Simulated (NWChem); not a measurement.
# CH₆FNOSi; SMILES C[Si](N)(O)F

```xyz
11

C     -0.4084    -1.7518     0.3780
Si     0.0049     0.0218     0.0283
N     -1.3369     0.8346    -0.6283
O      0.4879     0.9078     1.3424
F      1.3120    -0.0044    -0.9582
H     -0.7615    -2.2620    -0.5322
H     -1.1960    -1.8287     1.1422
H      0.4772    -2.2972     0.7378
H     -1.9826     0.3889    -1.2667
H     -1.3611     1.8446    -0.6948
H      1.4361     0.9264     1.4992
```
Atoms are numbered in this order, from 1.

Results from NWChem. Pople sets run with spherical d functions. All runs use the structure optimised with PBE0/def2-SVP. Atomic charges in e: unrestrained fits to the electrostatic potential beside Mulliken populations; buried atoms are poorly determined by the fit.

Task: Estimate the computed values for Hartree-Fock/6-31G*. Quantities: ESP C1; Mulliken C1; ESP Si2; Mulliken Si2; ESP N3; Mulliken N3; ESP O4; Mulliken O4; ESP F5; Mulliken F5; relative RMS misfit of the potential (%).

Result: 
| Quantity | Value |
|---|---|
| ESP C1 | -0.56 |
| Mulliken C1 | -0.82 |
| ESP Si2 | 1.43 |
| Mulliken Si2 | 1.52 |
| ESP N3 | -1.14 |
| Mulliken N3 | -1.07 |
| ESP O4 | -0.83 |
| Mulliken O4 | -0.89 |
| ESP F5 | -0.49 |
| Mulliken F5 | -0.55 |
| relative RMS misfit of the potential (%) | 21 |
